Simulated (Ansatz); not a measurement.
Calculated with Ansatz (gas phase, PBE0-D4/def2-TZVP geometries, no zero-point term in ΔE). CBS: MP2 limit from def2 TZ/QZ plus the TZ coupled-cluster correction, frozen cores. This one scheme is used for every species. Functionals use def2-TZVPP. B3LYP here is the variant with VWN-RPA as its local correlation; programs differ in this. Each species was taken in one conformer, which may not be the lowest.

Reaction (substitution at a C–N bond): `NC([SiH3])N[SiH3]` + CH₃OH → `COC(N)[SiH3]` + `N[SiH3]`

```
             level  ΔE (kcal/mol)
         r2SCAN-D4           -3.4
          B3LYP-D4           -2.9
               PBE           -3.3
SCS-MP2/def2-TZVPP           -2.9
     HF/def2-QZVPP           -5.3
      HF/CBS(def2)           -5.3
     MP2/CBS(def2)           -2.0
    CCSD/CBS(def2)           -2.6
```

(1) What does CCSD(T)/CBS give? (Estimate.)

Largest T1 diagnostic among the species: 0.012.

Results:

(1) Computed: -2.4 kcal/mol. The listed levels differ from it by -1.0, -0.5, -0.9, -0.5, -2.9, -2.9, 0.4, -0.2 kcal/mol.

The D4 term adds +1.8 kcal/mol with B3LYP and +1.0 kcal/mol with PBE0; it sums over pairs of atoms, weighted by their polarisabilities, and B3LYP, whose exchange is more repulsive, gets the larger term. In def2-TZVPP, CCSD(T) changes the Hartree–Fock value by +2.5 kcal/mol (the triples alone add +0.2 kcal/mol) and MP2 by +2.9 kcal/mol.
